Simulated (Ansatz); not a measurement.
System: C2H10NSi2 (charge 0, doublet). It need not be the lowest isomer of its formula. SMILES: N([Si](C)C)[SiH3]
Structure (B3LYP-D3(BJ)/def2-TZVP (Ansatz, a first-principles code) minimum search):
```xyz
15

Si    -0.8572     0.0096    -0.6277
C     -1.9340     1.5564    -0.5461
C     -1.3451    -1.2302     0.7042
N      0.8012     0.4571    -0.3293
Si     2.0370    -0.4101     0.5211
H     -2.9777     1.3143    -0.7548
H     -1.6140     2.3044    -1.2740
H     -1.8742     2.0028     0.4517
H     -2.3810    -1.5450     0.5664
H     -0.7216    -2.1256     0.6751
H     -1.2540    -0.7822     1.6988
H      1.1291     1.2689    -0.8346
H      2.1496    -1.8130     0.0513
H      3.3248     0.2854     0.2906
H      1.7679    -0.4605     1.9788
```
Charge 0, spin multiplicity 2.

Quantity: atomisation energy (electronic, to ground-state atoms), in kcal/mol. Correlated levels leave the core frozen unless marked. Open shells are spin-unrestricted. Spin-orbit coupling is left out. No relativistic terms. The coupled-cluster limit lacks core correlation, which all-electron functionals hold. CBS(X,Y): correlation extrapolated as X^-3; Hartree-Fock from the larger set. [CCSD(T)-MP2]/basis is that difference in the basis named.

```csv
level,program,atomisation energy (kcal/mol)
HF/cc-pV(Q+d)Z,Ansatz,942.8
r2SCAN/def2-TZVPD,Ansatz,1253.5
PBE0/def2-TZVP,Ansatz,1244.3
BHLYP-D4/def2-TZVPD,Ansatz + dftd4,1235.0
r2SCAN0/def2-TZVPD,Ansatz,1242.5
CAM-B3LYP-D4/def2-TZVPD,Ansatz + dftd4,1262.0
CAM-B3LYP/def2-TZVPD,Ansatz,1254.6
B2GP-PLYP/def2-TZVPD,Ansatz,1233.8
B2PLYP/def2-TZVPD,Ansatz,1235.9
PBE-QIDH/def2-TZVPD,Ansatz,1239.1
MP2/6-31G*,Ansatz,1120.2
RI-MP2/cc-pV(T+d)Z,Ansatz,1226.9
SCS-MP2/6-31G*,Ansatz,1116.6
SCS-MP2/cc-pV(T+d)Z,Ansatz,1232.3
CCSD/cc-pV(T+d)Z,Ansatz,1208.3
CCSD(T)/STO-3G,Ansatz,1329.6
CCSD(T)/6-31G,Ansatz,1030.8
CCSD(T)/cc-pVTZ,Ansatz,1217.6
"RI-MP2/CBS(cc-pV(T+d)Z,cc-pV(Q+d)Z)+[CCSD(T)-MP2]/cc-pV(D+d)Z",Ansatz,1255.1
"RI-MP2/CBS(cc-pV(T+d)Z,cc-pV(Q+d)Z)+[CCSD(T)-MP2]/cc-pV(T+d)Z",Ansatz,1255.7
"CCSD(T)/CBS(cc-pV(T+d)Z,cc-pV(Q+d)Z)",Ansatz,1255.6
```
